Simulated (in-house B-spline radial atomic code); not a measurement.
Configurations of Ni, with energies counted from [Ar] (3d3/2)4 (3d5/2)4 4s2. Method: Dirac-Hartree-Fock, average of each configuration as written, Fermi nucleus of rms radius 3.7757 fm. Calculated with a radial B-spline atomic code at the basis-set limit. Energies include first-order Breit, QED and recoil terms.

Occupations are held fixed; configurations that lie above the ionisation limit could autoionise.

```json
{"configuration": "[Ar] (3d3/2)3 (3d5/2)5 4s2", "E - E(ref) (eV)": "0.36066", "highest orbital": "4s1/2", "its <r> (bohr)": "3.012"}
{"configuration": "[Ar] (3d3/2)3 (3d5/2)4 4s2 (4p1/2)1", "E - E(ref) (eV)": "8.2494", "highest orbital": "4p1/2", "its <r> (bohr)": "3.573"}
{"configuration": "[Ar] (3d3/2)4 (3d5/2)3 4s2 (8d3/2)1", "E - E(ref) (eV)": "12.758", "highest orbital": "8d3/2", "its <r> (bohr)": "69.45"}
{"configuration": "[Ar] (3d3/2)2 (3d5/2)5 4s2 (5f5/2)1", "E - E(ref) (eV)": "13.167", "highest orbital": "5f5/2", "its <r> (bohr)": "31.46"}
{"configuration": "[Ne] 3s2 (3p1/2)2 (3p3/2)3 (3d3/2)4 (3d5/2)5 4s2", "E - E(ref) (eV)": "68.9", "highest orbital": "4s1/2", "its <r> (bohr)": "2.991"}
{"configuration": "[Ne] 3s2 (3p1/2)1 (3p3/2)4 (3d3/2)3 (3d5/2)5 4s2 (5g9/2)1", "E - E(ref) (eV)": "84.232", "highest orbital": "5g9/2", "its <r> (bohr)": "27.5"}
{"configuration": "[Ne] 3s2 (3p1/2)1 (3p3/2)4 (3d3/2)4 (3d5/2)4 4s2 (6g9/2)1", "E - E(ref) (eV)": "86.164", "highest orbital": "6g9/2", "its <r> (bohr)": "44"}
```

Q: Order these further configurations by energy, lowest first.
A. [Ar] (3d3/2)3 (3d5/2)5 4s1 (5p1/2)1
B. [Ne] 3s2 (3p1/2)2 (3p3/2)3 (3d3/2)4 (3d5/2)4 4s2 (4f5/2)1
C. [Ne] 3s2 (3p1/2)1 (3p3/2)4 (3d3/2)4 (3d5/2)4 4s2 (7g9/2)1
D. [Ar] (3d3/2)2 (3d5/2)6 4s2
E. [Ar] (3d3/2)2 (3d5/2)6 4s1 (7p3/2)1

A: D (0.28464 eV), A (6.0824 eV), E (7.0648 eV), B (80.936 eV), C (86.264 eV).

Q: How far above the reference does [Ne] 3s2 (3p1/2)1 (3p3/2)4 (3d3/2)4 (3d5/2)4 4s2 (6f7/2)1 lie?

A: 86.164 eV; its least bound orbital is 6f7/2 with <r> = 47.95 bohr.

Q: How far above the reference does [Ar] (3d3/2)1 (3d5/2)6 4s2 5s1 lie?

A: 10.75 eV; its least bound orbital is 5s1/2 with <r> = 8.148 bohr.
